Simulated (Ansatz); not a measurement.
Process, species as SMILES: CCCCCO → CC[CH]CCO + H atom (the C-H bond at the site shown breaks; other sites are not compared here)
Each molecule is optimised on its own at B3LYP-D3(BJ)/def2-TZVP (Ansatz, a first-principles code), one conformer each, not searched for the lowest.

Wanted: bond dissociation energy (electronic energy difference), in eV. Valence correlation only, unless marked. Open shells are spin-unrestricted. Spin-orbit coupling is left out. Non-relativistic. CBS marks a two-point X^-3 extrapolation of the correlation energy; Hartree-Fock from the larger set. [CCSD(T)-MP2]/basis is that difference in the basis named.

```csv
level,program,bond dissociation energy (eV)
PBE-D4/def2-TZVPD,Ansatz + dftd4,4.40
revPBE-D3(BJ)/def2-TZVPD,Ansatz + dftd3,4.34
revPBE-D4/def2-TZVPD,Ansatz + dftd4,4.35
B97M-V/def2-TZVPD,Ansatz,4.51
PBE0/6-31G*,Ansatz,4.48
PBE0/def2-SVP,Ansatz,4.44
CAM-B3LYP-D3(BJ)/def2-TZVPD,Ansatz + dftd3,4.54
```

Problem. Estimate the value at RI-MP2/CBS(cc-pVTZ,cc-pVQZ)+[CCSD(T)-MP2]/cc-pVTZ as computed with Ansatz.

Solution. 4.67 eV, so CAM-B3LYP-D3(BJ)/def2-TZVPD differs from it by -0.13 eV.
